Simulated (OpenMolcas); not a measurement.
**Nd3+: effect of the basis set**

| Item | Value |
| --- | --- |
| Program | OpenMolcas |
| Method | SS-RASPT2, IPEA 0.25 Eh, imaginary shift 0.1 Eh (closed shells correlated: 5s 5p) |
| Active space | 3 electrons in 12 orbitals (RAS2 4f; RAS3 5d, at most 1 electron) |
| State averaging | 2S+1 = 4 odd, 35 roots; 2S+1 = 2 odd, 112 roots (105 in the spin-orbit step); 2S+1 = 4 even, 105 roots (83 in the spin-orbit step); 2S+1 = 2 even, 124 roots kept (CI in the orbitals of an earlier block, 75 in the spin-orbit step) |
| Spin-orbit coupling | state interaction with AMFI integrals over the reference wave functions, term energies averaged over their components |

A. ANO-RCC-VDZP [7s6p4d2f1g], DKH2, point nucleus; CASPT2 step roughly 6 core-minutes
B. ANO-R2 [8s7p4d3f1g], X2C, finite nucleus; CASPT2 step roughly 7 core-minutes
C. ANO-RCC-VTZP [8s7p5d3f2g1h], DKH2, point nucleus; CASPT2 step about 8 core-minutes

Energies in cm⁻¹ above 4f³ ⁴I°_9/2, the measured ground level; measured values from the list in Arab et al., J. Quant. Spectrosc. Radiat. Transfer 229, 145 (2019) and Gaigalas et al. (2019), from Wyart et al. (2007).

```json
{"Level": "4f³ ⁴I°_9/2", "A": "0.0", "B": "0.0", "C": "0.0", "Measured": "0.0"}
{"Level": "4f³ ⁴I°_11/2", "A": "2020", "B": "2020", "C": "2020", "Measured": "1897"}
{"Level": "4f³ ⁴I°_13/2", "A": "4190", "B": "4180", "C": "4190", "Measured": "3907"}
{"Level": "4f³ ⁴I°_15/2", "A": "6450", "B": "6430", "C": "6440", "Measured": "5989"}
{"Level": "4f³ ⁴F°_3/2", "A": "14080", "B": "13620", "C": "13450", "Measured": "11698"}
{"Level": "4f³ ²H°_9/2(1) [74 %]", "A": "14200", "B": "13760", "C": "13640", "Measured": "12800"}
{"Level": "4f³ ⁴F°_5/2", "A": "15190", "B": "14730", "C": "14570", "Measured": "12748"}
{"Level": "4f³ ⁴S°_3/2", "A": "16100", "B": "15630", "C": "15450", "Measured": "13792"}
{"Level": "4f³ ⁴F°_7/2", "A": "16190", "B": "15730", "C": "15570", "Measured": "13720"}
{"Level": "4f³ ⁴F°_9/2", "A": "17360", "B": "16900", "C": "16750", "Measured": "14995"}
{"Level": "4f³ ²H°_11/2(1)", "A": "17560", "B": "17100", "C": "16990", "Measured": "16162"}
{"Level": "4f³ ²G°_7/2(1)", "A": "20030", "B": "19490", "C": "19310", "Measured": "17655"}
{"Level": "4f³ ⁴G°_5/2", "A": "21720", "B": "21060", "C": "20800", "Measured": "17707"}
{"Level": "4f³ ²K°_13/2", "A": "22720", "B": "21970", "C": "22120", "Measured": "20005"}
{"Level": "4f³ ²G°_9/2(1) [58 %]", "A": "22910", "B": "22360", "C": "22180", "Measured": ""}
{"Level": "4f³ ⁴G°_7/2", "A": "23290", "B": "22630", "C": "22390", "Measured": "19541"}
{"Level": "4f³ ²K°_15/2", "A": "24920", "B": "24160", "C": "24320", "Measured": "22044"}
{"Level": "4f³ ⁴G°_9/2", "A": "24930", "B": "24280", "C": "24060", "Measured": ""}
{"Level": "4f³ ⁴G°_11/2", "A": "26320", "B": "25650", "C": "25410", "Measured": "22047"}
{"Level": "4f³ ²P°_1/2", "A": "27060", "B": "26340", "C": "25720", "Measured": ""}
{"Level": "4f³ ²D°_5/2(1)", "A": "27540", "B": "26850", "C": "26380", "Measured": "24333"}
{"Level": "4f³ ²I°_11/2", "A": "35050", "B": "34110", "C": "33760", "Measured": "30180"}
{"Level": "4f³ ⁴D°_3/2 [75 %]", "A": "35370", "B": "34390", "C": "33760", "Measured": ""}
{"Level": "4f³ ⁴D°_5/2 [74 %]", "A": "35670", "B": "34690", "C": "34060", "Measured": "29191"}
```

Deviations, from unrounded energies. A percentage is the sum of absolute deviations over the sum of measured energies, with the sign that they share, or ± where signs differ.

```
                        Against measurement  Levels      A      B      C
             mean absolute deviation (cm-1)      19   2600   2100   2000
      fine structure of the ground term (%)       3   +7.3   +7.1   +7.3
other terms of the ground configuration (%)      16  +16.5  +13.2  +12.2
```

C lies closest to measurement on these levels and A furthest from it. The largest miss of C in the table is 4f³ ⁴D°_5/2 [74 %], by +4900 cm-1. The ranking rests on the paired levels alone, and a cruder setting can come out closer through cancelling errors.

Among A to C the level of the table that moves most is 4f³ ⁴D°_5/2 [74 %], by 1600 cm-1 (lowest in C, highest in A). Moves below CASPT2's spread within the term are not significant.

Term energies are means over components that CASPT2 splits; among the terms shown or strongly mixed into the levels shown the widest spread is 320 cm-1 (4f³ ⁴I°, A). Each CASPT2 term energy is a mean over a sample of three components. High states are left out of the spin-orbit mixing, which shifts the levels that they would mix with. Some levels mix across a computed gap that differs much from the measured one, so their mixing is not that of the real levels. Some terms miss by over 15 % even with CASPT2, which points to a basis or an active space too small for the shells correlated. The basis is small and was not contracted for so high a charge (holds for A). The CASPT2 spread within a term exceeds the gap to the next term for 4f³ ²K° and 4f³ ⁴G°, so the order of their levels is uncertain (holds for C). Computed and measured levels are paired by configuration, term and J; levels that our copy of the source lacks, or whose pairing is in doubt (as where it misses far off the trend of its configuration), stay unpaired and out of the deviations. Only configurations of the active space appear. The table leaves out levels that lie high or whose names do not pair safely across all columns.

A share in square brackets marks a mixed level and gives the weight of the term that names it, the lowest over the columns. A number in round brackets counts repeated terms of one configuration in the order of the reference energies. ° marks odd parity.
